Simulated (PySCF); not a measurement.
PySCF input for vinylidene fluoride (C2H2F2), SMILES C=C(F)F, HF/pcSseg-2. Coordinates come from a PBE0-D3(BJ)/def2-SVP optimisation.

```python
import numpy as np
from pyscf import gto, scf, dft
from pyscf.prop.nmr import rhf as nmr

mol = gto.M(
    atom='''
    C     0.00000000    0.00000000    1.38192311
    C     0.00000000    0.00000000    0.05818045
    F     0.00000000    1.07337632   -0.69337027
    F     0.00000000   -1.07337632   -0.69337027
    H     0.00000000   -0.94583998    1.92002170
    H     0.00000000    0.94583998    1.92002170
    ''',
    basis='pcSseg-2',
    charge=0,
    spin=0,
    max_memory=1600,
    verbose=3,
)
mf = scf.RHF(mol).density_fit(auxbasis='def2-universal-jkfit')
mf.conv_tol = 1e-10
mf.max_cycle = 100
mf.kernel()
n = nmr.NMR(mf)
n.verbose = 2
n.max_cycle_cphf = 60
sigma = n.kernel()
print('atom   isotropic/ppm   span/ppm')
for i, s in enumerate(sigma):
    w = np.linalg.eigvalsh((s + s.T) / 2)
    print(f'{mol.atom_symbol(i):2s}{i + 1:3d} {w.mean():14.3f} {w[2] - w[0]:11.3f}')
```

Log of the run:

```
converged SCF energy = -275.852616962919
atom   isotropic/ppm   span/ppm
C   1        122.707     128.047
C   2         23.129     193.757
F   3        303.030      96.814
F   4        303.030      96.814
H   5         27.599       5.925
H   6         27.599       5.925
```

The calculation finished and met its thresholds.

Cost: very roughly 24 core-seconds.
